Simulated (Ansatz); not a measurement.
Start from `[Cl][Zr]([Cl])([Cl])[Cl]` and change one atom or group to get `[F][Zr]([Cl])([Cl])[Cl]`.

Ansatz, PBE0-D4/def2-TZVP geometries, multiplicity 1. 

Elements past krypton have def2 core potentials.

| property | `[Cl][Zr]([Cl])([Cl])[Cl]` |
| --- | --- |
| size of the dipole moment (ωB97M-V/def2-TZVPP) / D | 0.00 |
| HOMO–LUMO gap (ωB97M-V/def2-TZVPP) / eV | 11.38 |
| HOMO–LUMO gap (PBE/def2-TZVPP) / eV | 4.92 |
| size of the dipole moment (B3LYP/def2-TZVPP) / D | 0.00 |
| LUMO energy (B3LYP/def2-TZVPP) / eV | -2.82 |
| LUMO energy (ωB97M-V/def2-TZVPP) / eV | -0.54 |

(1) What does the change do to each property? (Estimate.)

## Answers

(1) The calculation gave: 
```tsv
property	`[F][Zr]([Cl])([Cl])[Cl]`	shift
size of the dipole moment (ωB97M-V/def2-TZVPP) / D	0.03	0.03
HOMO–LUMO gap (ωB97M-V/def2-TZVPP) / eV	11.59	0.21
HOMO–LUMO gap (PBE/def2-TZVPP) / eV	5.09	0.17
size of the dipole moment (B3LYP/def2-TZVPP) / D	0.04	0.04
LUMO energy (B3LYP/def2-TZVPP) / eV	-2.63	0.19
LUMO energy (ωB97M-V/def2-TZVPP) / eV	-0.30	0.24
```

B3LYP here is the variant with VWN-RPA as its local correlation; programs differ in this.
